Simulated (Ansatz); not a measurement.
Species: sum formula SiN₂H₄Cl, net charge 0, doublet state. It need not be the lowest isomer of its formula. SMILES: Cl[Si](N)N
Geometry from a B3LYP-D3(BJ)/def2-TZVP (Ansatz, a first-principles code) optimisation:
```xyz
8

Si    -0.0894     0.0972    -0.5842
Cl     0.1527     0.9337     1.3330
N      1.2892    -0.9081    -0.7773
N     -1.4445    -0.9185    -0.8101
H      1.4013    -1.4377    -1.6289
H      2.1759    -0.6283    -0.3872
H     -1.4683    -1.8472    -0.4119
H     -2.3661    -0.5352    -0.9428
```
Charge 0, spin multiplicity 2.

Parts of the frozen-core correlation energy in STO-3G (Ansatz, hartree). Frozen orbitals: 12; correlated occupied orbitals by spin: 13 and 12; virtual: 7 and 8. UHF or UKS for open shells. Spin-orbit coupling is left out. No relativistic terms.

```tsv
term	value
reference (HF)	-850.03726
MP2 opposite-spin	[?]
MP2 same-spin	[?]
CCSD correlation	-0.14974
(T)	[?]
T1 diagnostic	0.015
largest doubles amplitude	0.033
<S^2> of the reference	0.754
```

Q: Complete the blanks.

A: 
- MP2 opposite-spin, value: -0.10010
- MP2 same-spin, value: -0.01698
- (T), value: -0.00265
